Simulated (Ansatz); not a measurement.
F₂H₃SbSi (`[F][Sb]([F])[SiH3]`), relaxed with RKS PBE-D4/def2-SVP in Ansatz from a rough embedded geometry. The force threshold is 0.03 eV/Å; the program also tests the step.

Charge 0, multiplicity 1. Sb: def2 effective core potential.

Start:

```xyz
7

F     0.889    0.295   -2.280
Sb   -0.279   -1.013   -1.300
F     1.329   -1.897   -0.543
Si   -0.453    0.390    0.734
H    -0.958   -0.320    1.879
H    -1.397    1.571    0.452
H     0.870    0.974    1.057
```

Problem. By how much does the energy fall, and how many steps does the optimiser take? (Best estimate.)

Solution. Computed: 22.52 kJ/mol, in 4 steps.

Problem. Which bonds change most? (Best estimate.)

Solution. Computed: Sb2–Si4 from 2.477 to 2.631 Å; Si4–H5 from 1.438 to 1.506 Å; F1–Sb2 from 2.009 to 1.965 Å; Si4–H6 from 1.538 to 1.506 Å.

Problem. Give the relaxed structure. (Best estimate.)

Solution. Computed: 
```xyz
7

F     0.828    0.336   -2.281
Sb   -0.199   -1.071   -1.373
F     1.328   -1.985   -0.538
Si   -0.460    0.462    0.749
H    -0.989   -0.341    1.908
H    -1.411    1.594    0.460
H     0.902    1.004    1.075
```
